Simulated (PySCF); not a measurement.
CH₈O₂Si₃. Atoms are numbered in the order given.

```xyz
14

O      0.5317     1.5972     0.5682
C      1.7106     1.3622     0.4137
O      2.2192     0.1468     0.2414
Si     1.1236    -1.2134     0.2547
Si    -0.7761    -0.7570    -1.0464
Si    -2.3343     0.4953     0.1917
H      2.4977     2.1412     0.3965
H      0.7783    -1.4755     1.6774
H      1.9895    -2.3063    -0.2512
H     -1.3479    -2.0621    -1.4978
H     -0.3198    -0.0206    -2.2614
H     -2.2659     1.9329    -0.1742
H     -2.0754     0.3202     1.6466
H     -3.7118    -0.0026    -0.0956
```
Charge 0, spin multiplicity 1.

Coordinates come from a TPSSh-D3(BJ)/def2-SVP optimisation. The structure was generated by enumeration, and PubChem lists no compound with its InChIKey, so it may never have been made. One conformer was computed; it need not be the lowest.

Calculation: PySCF with HF/def2-TZVP.

Gas-phase values at a fixed geometry.

Computed frontier levels, gap, dipole moment and polarisability:
```yaml
highest_occupied_level: -10.50 eV
lowest_empty_level: 2.61 eV
orbital_gap: 13.11 eV
dipole_moment: 1.64 D
quadrupole, principal values (traceless, Buckingham form, about the centre of nuclear charge): -6.88, -0.35, 7.23 D·Å
mean_static_polarisability: 93.8 bohr³ (13.91 Å³)
polarisability_principal_values: 81.4, 90.9, 109.3 bohr³
```
